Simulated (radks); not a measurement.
Problem. All-electron atom: the molybdenum ion Mo+ in [Kr] 4d5. All-electron calculation, scalar-relativistic Kohn-Sham, r2SCAN, spin-unpolarised, spherical densities, finite nucleus; meta-GGA in the generalised Kohn-Sham scheme; Fermi nuclear charge, rms radius 4.4091 fm. Program: a radial shooting solver on a logarithmic mesh with Libxc functionals. Some entries of the table are withheld. Estimate them.

orbital  occ.  eigenvalue (hartree)  r(max) (bohr)
1s          2                   (1)        0.02287
2s          2             -103.8016         0.1295
2p          6                   (2)            (3)
3s          2             -18.06980            (4)
3p          6             -14.40525         0.3769
3d         10              -8.46144            (5)
4s          2              -2.67938         0.9915
4p          6                   (6)          1.073
4d          5              -0.37699          1.377

Solution. 
(1) 1s eigenvalue (hartree): -730.3073
(2) 2p eigenvalue (hartree): -92.72870
(3) 2p r(max) (bohr): 0.1036
(4) 3s r(max) (bohr): 0.3830
(5) 3d r(max) (bohr): 0.3235
(6) 4p eigenvalue (hartree): -1.70451
